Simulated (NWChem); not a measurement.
**Relativistic effects in ClSn**

```
Sn
Cl 1 2.3941
```
Charge 0, spin multiplicity 2.

The numbers come from NWChem runs, not from measurements. The geometry was optimised at UPBE0/def2-SVP with def2 effective core potentials on Sn, a minimum by its harmonic frequencies.

Functional PBE, all-electron basis x2c-SVPall-2c, contracted for the X2C Hamiltonian and used here with ZORA. The ion keeps the geometry and has multiplicity 1 in the scalar run; the spin-orbit run starts from the same electron counts.

Relative cost: rough, from shared machines, SCF included, scalar ZORA = 1.

This spin state was chosen for the runs; another may lie lower. The structure started from a generated list of species. No SCF solution was tested for a lower state.

```json
[
 {"Hamiltonian": "scalar ZORA", "ΔSCF ionisation energy (eV)": "6.97", "relative cost": "1"},
 {"Hamiltonian": "spin-orbit ZORA", "ΔSCF ionisation energy (eV)": "?", "relative cost": "under 3"}
]
```

**Question.** Some entries are withheld; supply them.

**Answer.** 
- spin-orbit ZORA, ΔSCF ionisation energy (eV): 7.11
